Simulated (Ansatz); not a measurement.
Isolated molecules relaxed with PBE0-D4/def2-TZVP in Ansatz; ΔE leaves out vibrations. CCSD(T)/CBS adds triple-zeta CCSD(T) − MP2 to the extrapolated MP2 energy (def2 sets, frozen cores). This one scheme is used for every species. DFT in def2-TZVPP. B3LYP here is the variant with VWN-RPA as its local correlation; programs differ in this. Each species was taken in one conformer, which may not be the lowest.

Reaction (ligand exchange at the Si–C bond): `OC[SiH2][SiH2]O` + PH₃ → `O[SiH2][SiH2]P` + CH₃OH

`OC[SiH2][SiH2]O`:

```xyz
13

O    -1.110    1.242    2.255
C    -1.074    0.657    0.964
Si    0.588   -0.216    0.724
Si    0.710   -1.099   -1.449
O     0.641    0.090   -2.602
H    -1.958    1.677    2.372
H    -1.878   -0.081    0.827
H    -1.193    1.409    0.171
H     0.746   -1.307    1.724
H     1.696    0.763    0.917
H    -0.451   -1.980   -1.735
H     1.956   -1.912   -1.585
H     1.327    0.758   -2.582
```

PH₃:

```xyz
4

P     0.211    0.534   -0.088
H     0.900   -0.458    0.659
H    -0.091   -0.364   -1.146
H    -1.020    0.288    0.575
```

`O[SiH2][SiH2]P`:

Cartesian coordinates in Å:
```
O -0.842 1.320 1.256
Si -0.196 1.305 -0.268
Si -0.181 -0.938 -0.919
P 0.827 -2.265 0.608
H -0.938 2.168 1.691
H -0.991 2.167 -1.193
H 1.198 1.841 -0.267
H -1.567 -1.445 -1.117
H 0.551 -1.082 -2.209
H 1.970 -1.427 0.713
H 0.170 -1.642 1.703
```

CH₃OH:

Z-matrix (Å, degrees):
```
C
O 1 1.409
H 1 1.097 2 112.4
H 1 1.090 2 107.0 3 -118.5
H 1 1.097 2 112.4 3 123.0
H 2 0.959 1 108.5 3 -61.6
```

```csv
level,ΔE (kJ/mol),difference from CCSD(T)/CBS
PBE-D4,-49.3,-3.6
r2SCAN-D4,-47.7,-2.0
PBE0-D4,-50.6,-4.9
B3LYP-D4,-44.7,1.0
ωB97X-V,-42.7,3.0
B2PLYP,-43.2,2.5
r2SCAN,-47.5,-1.8
PBE0,-49.2,-3.5
HF/def2-TZVPP,-42.0,3.7
MP2/def2-TZVPP,-45.8,-0.1
CCSD/def2-TZVPP,-42.3,3.4
HF/def2-QZVPP,-41.8,3.9
MP2/def2-QZVPP,-47.1,-1.4
SCS-MP2/def2-QZVPP,-44.2,1.5
HF/CBS(def2),-41.7,4.0
CCSD/CBS(def2),-44.7,1.0
CCSD(T)/CBS,-45.7,0
```

Largest T1 diagnostic among the species: 0.013.
